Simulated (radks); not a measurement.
The numbers below are computed, except where a source is named.
Spherical jellium clusters: N electrons in a uniform positive sphere of charge N and radius rs N^(1/3), rs = 2.7 bohr. Level of theory: non-relativistic Kohn-Sham, LDA (Slater exchange, Perdew-Wang correlation), spin-polarised, spherical densities (a radial shooting solver with Libxc functionals). Levels are named by radial order and angular momentum (1s, 1p, 1d, 2s, ...), and open shells are averaged over m.

N = 31, configuration 1s2 1p6 1d10 2s2 1f(up 7, down 4). This is the lowest configuration that the search found. Occupied and some empty levels:

| level | occupation | eigenvalue (eV) | <r> (bohr) |
|---|---|---|---|
| 1s up | 1 | -8.9059 | 4.811 |
| 1s down | 1 | -8.7815 | 4.705 |
| 1p up | 3 | -7.3887 | 5.951 |
| 1p down | 3 | -7.1979 | 5.899 |
| 1d up | 5 | -5.6313 | 6.730 |
| 1d down | 5 | -5.4103 | 6.718 |
| 2s up | 1 | -5.1581 | 5.716 |
| 2s down | 1 | -5.0289 | 5.783 |
| 1f up | 7 | -3.6586 | 7.404 |
| 1f down | 4 | -3.4317 | 7.426 |
| 2p up | 0 | -2.9309 | 6.907 |
| 2p down | 0 | -2.8135 | 6.958 |
| 1g up | 0 | -1.5400 | 8.148 |
| 1g down | 0 | -1.3280 | 8.221 |
| 2d up | 0 | -0.99301 | 9.074 |
| 2d down | 0 | -0.89319 | 9.234 |

Energy (eV): total -42.5273, kinetic 111.84, external -3619.8, Hartree 1773.9, exchange-correlation -158.32, background 1849.9.

Electron density:

| r (bohr) | n(r) (e/bohr^3) |
|---|---|
| 0.624 | 0.01515 |
| 1.32 | 0.01373 |
| 2.01 | 0.01199 |
| 2.71 | 0.01069 |
| 3.40 | 0.01038 |
| 4.10 | 0.01112 |
| 4.79 | 0.01241 |
| 5.49 | 0.01337 |
| 6.18 | 0.01319 |
| 6.88 | 0.01144 |
| 7.57 | 0.008489 |
| 8.27 | 0.005322 |
| 8.96 | 0.002883 |
| 9.66 | 0.001418 |
| 10.3 | 0.0006584 |
| 11.1 | 0.0002923 |
| 11.7 | 0.0001283 |
| 12.4 | 0.00005478 |
| 13.1 | 0.00002347 |
| 13.8 | 0.00001001 |
